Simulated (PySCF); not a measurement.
Sn(Cl)2(Me)(OMe) (C2H6Cl2OSn), SMILES C[O][Sn]([CH3])([Cl])[Cl].

Coordinates come from a B3LYP-D3(BJ)/def2-SVP optimisation. The def2 effective core potentials stand for the cores of Sn; spin–orbit coupling is left out. One conformer was computed; it need not be the lowest.

Two levels are set side by side: PBE/def2-TZVP (PySCF) and HF/def2-TZVP (PySCF). Same geometry, gas phase. Differences are taken from unrounded values.

```json
[
 {"quantity": "orbital gap (eV)", "PBE": "3.72"},
 {"quantity": "highest occupied level (eV)", "PBE": "-6.56"},
 {"quantity": "lowest empty level (eV)", "PBE": "-2.84"},
 {"quantity": "dipole moment (D)", "PBE": "2.48"},
 {"quantity": "mean polarisability (bohr³)", "PBE": "95.3"}
]
```

These are the PBE values. What does HF give? (An estimate is asked for; the answer gives what the named calculation found.)


```
quantity                         HF  PBE minus HF
---------------------------  ------  ------------
orbital gap (eV)              13.82        -10.10
highest occupied level (eV)  -11.98          5.42
lowest empty level (eV)        1.84         -4.68
dipole moment (D)              2.56         -0.08
mean polarisability (bohr³)    83.5          11.8
```

PBE's occupied levels lie high since its potential decays too fast outside the molecule; exact exchange lowers them and widens the gap. Loosely held outer electrons make PBE densities more polarisable. Differences between two approximate levels are no errors against the true value.

Rough cost on one machine, each run with all the roots and properties that it gave: HF against PBE within a factor of 2.
